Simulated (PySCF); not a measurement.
# Identify the compound

Molecular formula: C$_{3}$H$_{9}$FSi$_{4}$. Simulated spectra:

¹H NMR (400 MHz, computed): δ 6.79 (m, 1H), 5.00 (m, 1H), 4.52 (m, 2H), 4.14 (m, 2H), 2.15 (s, 3H).

¹³C{¹H} NMR (computed): δ 120.0, 77.9, 6.7.

PySCF 2.14 calculation with NMR shieldings at PBE0/pcSseg-1/GIAO and geometry from GFN2-xTB; non-relativistic, rapidly exchanging positions averaged, no solvent, one computed conformer.

Referencing at the same level of theory: ¹H and ¹³C vs TMS.

Q: Propose a structure and justify it.

A: 
- Rings plus π bonds: 3 (1 ring in the answer).
- 3 carbon signals for 3 carbons: no two carbons are equivalent.
- Carbon types of the structure: 2 × C, 1 × CH3, leaving 6 H on heteroatoms.
- δC 120.0, 77.9: alkyne carbon.
- δC 6.7: propargylic methyl carbon; aliphatic region, no heteroatom directly attached.
- δH 6.79: hydrogen on a silicon bonded to F, 2 Si, in a 4-membered ring.
- δH 5.00: hydrogen on a silicon bonded to C, 2 Si, in a 4-membered ring.
- δH 4.52, 4.14: hydrogen on a silicon bonded to 2 Si, in a 4-membered ring.
- δH 2.15: hydrogen on a propargylic methyl carbon.

These data were computed for `InChI=1S/C3H9FSi4/c1-2-3-7-5-8(4)6-7/h7-8H,5-6H2,1H3/t7-,8+`.

This is the structure that produced the data.

Splittings by ¹⁹F in the carbon and heteronuclear signals aren't shown, as no couplings were computed. Shifts are as computed. Against solution values, carbons near 30 ppm lie about +3 ppm off and those near 130 ppm about +5 ppm. Of 1211 compounds with measured shifts, 218 miss one by over three times the rms of a fit or turn the order of signals round; such compounds aren't used in these exercises. Multiplicities follow the n + 1 count of equivalent neighbours, as no J values were calculated; m marks all less simple cases, F and P coupling included.
